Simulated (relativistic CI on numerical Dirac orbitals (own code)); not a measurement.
Pr3+ (4f2) in a crystal field

Calculated by Dirac-Coulomb-Breit CI, orbitals from a KLI potential per configuration, model QED (radiative potential, 1s self-energy scaled to tabulated hydrogen-like ionisation energies), one configuration in a parametric crystal field, unscaled Slater integrals (own radial code). With so little scaling, terms lie 10 to 35 % too far apart, which can change the order of excited levels.

Field parameters in Wybourne normalisation; cubic f-shell fields have B⁴₄ = √(5/14) B⁴₀ and B⁶₄ = −√(7/2) B⁶₀. The field is a parameter set, without covalency.

S is read from ⟨S²⟩ = S(S + 1).

Powder χT (cm³ K mol⁻¹) by Van Vleck's formula, with temperature-independent terms:

```
                                                           Field     2 K     5 K    10 K   20 K   50 K  100 K  200 K  300 K
          D3h, B20 = 720, B40 = -120, B60 = -270, B66 = 540 cm⁻¹    1.12    1.14    1.17   1.21   1.33   1.44   1.56   1.61
D4h, B20 = 10, B40 = 270, B44 = -480, B60 = -590, B64 = 730 cm⁻¹  0.0329  0.0822   0.164  0.329  0.817   1.29   1.53   1.59
                                   Oh, B40 = 370, B60 = 400 cm⁻¹  0.0273  0.0681   0.136  0.273   0.68    1.2   1.51   1.59
                                  Oh, B40 = 1170, B60 = 820 cm⁻¹  0.0124  0.0311  0.0622  0.124  0.311  0.617    1.1   1.35
                                 Oh, B40 = -1490, B60 = 300 cm⁻¹    1.02    1.02    1.04   1.06   1.13   1.25   1.44   1.54
                                 Oh, B40 = -2130, B60 = 250 cm⁻¹    1.01    1.02    1.03   1.05    1.1   1.19   1.36   1.47
```

Problem. For Oh, B40 = -1490, B60 = 300 cm⁻¹: what effective moment follows at 300 K?

Solution. μ_eff = √(8χT) = 3.51 μB. The LS value g√(J(J + 1)) of the free ion's 3H_4 level is 3.58 μB.
